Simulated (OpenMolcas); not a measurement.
# Ho3+: moving or changing the point charges

Ho3+ among 8 point charges of -1.5 e arranged as a square antiprism (D4d), 2.3 Å from the ion, with a polar angle of 64.7° against the regular 57.3°.

- Program: OpenMolcas
- Method: CASSCF
- Basis: ANO-RCC-VDZP [7s6p4d2f1g]
- Scalar Hamiltonian: DKH2, point nucleus
- Active space: 10 electrons in 7 orbitals (4f)
- State averaging: 2S+1 = 5 even, 35 roots (31 in the spin-orbit step); 2S+1 = 3 even, 101 roots kept (CI in the orbitals of an earlier block); 2S+1 = 1 even, 31 roots kept (CI in the orbitals of an earlier block)
- Spin-orbit coupling: state interaction with AMFI integrals over the reference wave functions

Runs around this geometry, states. Energies in cm-1 above the lowest state or level, χT in cm3 K/mol.

```
R (Å)  q (e)  Ground state  First state of that spin  First gap with spin-orbit (degeneracies)  Width of lowest J  χT at 300 K
  2.3  -0.75      2S+1 = 5                       2.6                                0.8 (1, 2)                413       13.898
  2.3   -1.5      2S+1 = 5                       1.8                                3.0 (1, 2)                852       13.839
 2.48   -1.5      2S+1 = 5                       3.1                                4.0 (1, 2)                681       13.864
 2.75   -1.5      2S+1 = 5                       6.0                                4.2 (1, 2)                501       13.889
```

Taking the width of the lowest J multiplet as R^-n, n = -ln(501 / 852) / ln(2.75 / 2.3) = 3.0 between the shortest and longest distance.

Scaling the charges by -0.75 / -1.5 = 0.50 scales the width of the lowest J multiplet by 413 / 852 = 0.48; with fixed orbitals a first-order splitting would follow the charge.

High states are left out of the spin-orbit mixing, which shifts the levels that they would mix with. This is an electrostatic model: the charges have no orbitals. An unlabelled pair can be two single states that coincide in this model. No measured value stands beside these numbers.

A state without a sure symmetry label is named by its multiplicity alone.
